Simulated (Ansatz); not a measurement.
Total energies of `C[C@@H](F)[C@@H](F)CF`.

| atom | x (Å) | y (Å) | z (Å) |
| --- | --- | --- | --- |
| C1 | -1.320 | 0.931 | 1.078 |
| C2 | 0.023 | 0.430 | 0.625 |
| F3 | 0.586 | -0.355 | 1.627 |
| C4 | -0.050 | -0.451 | -0.613 |
| F5 | -0.649 | 0.277 | -1.625 |
| C6 | 1.291 | -0.948 | -1.078 |
| F7 | 2.165 | 0.101 | -1.266 |
| H8 | -1.770 | 1.548 | 0.299 |
| H9 | -1.209 | 1.534 | 1.980 |
| H10 | -1.989 | 0.095 | 1.294 |
| H11 | 0.714 | 1.257 | 0.437 |
| H12 | -0.684 | -1.321 | -0.399 |
| H13 | 1.181 | -1.474 | -2.030 |
| H14 | 1.712 | -1.623 | -0.327 |

The species carries charge 0 and has multiplicity 1. All single points use the PBE0-D4/def2-TZVP geometry. It is one conformer, not always the lowest. Basis def2-TZVPP, the Gaussian-basis code of Ansatz.

RPA on PBE orbitals: Hartree–Fock energy of these orbitals -453.97168 Eh, correlation -2.23661 Eh (frozen core).

```csv
functional,energy without D4 (Eh),D4 term (kJ/mol)
LDA (SPW92),-452.98986,–
PBE,-455.85707,-24.5
BLYP,-456.24679,-55.0
r2SCAN,-456.13735,-6.4
B97M-V,-456.25161,–
PBE0,-455.88043,-20.5
B3LYP,-456.36277,-38.8
r2SCANh,-456.11522,-6.7
HSE06 (plane-wave form),-455.85902,-18.9
BHLYP,-456.14874,-26.1
LC-ωPBE,-456.10193,–
ωB97X-V,-456.21647,–
ωB97M-V,-456.20522,–
PBE-QIDH,-455.82384,–
```

Task: Give the same for revPBE, r2SCAN0, CAM-B3LYP, B2PLYP. (Estimate.)

Result: Computed: 
```json
{"functional": "revPBE", "energy without D4 (Eh)": "-456.19916", "D4 term (kJ/mol)": "-86.4"}
{"functional": "r2SCAN0", "energy without D4 (Eh)": "-456.08370", "D4 term (kJ/mol)": "-7.3"}
{"functional": "CAM-B3LYP", "energy without D4 (Eh)": "-456.20533", "D4 term (kJ/mol)": "-20.3"}
{"functional": "B2PLYP", "energy without D4 (Eh)": "-456.05065", "D4 term (kJ/mol)": "–"}
```

B3LYP takes the VWN-RPA correlation (the form of Gaussian; ORCA's B3LYP/G). HSE06 is the plane-wave form, built on full-range PBE exchange. The double hybrids freeze the cores in their second-order part.

LC-ωPBE has ω = 0.4 bohr⁻¹.
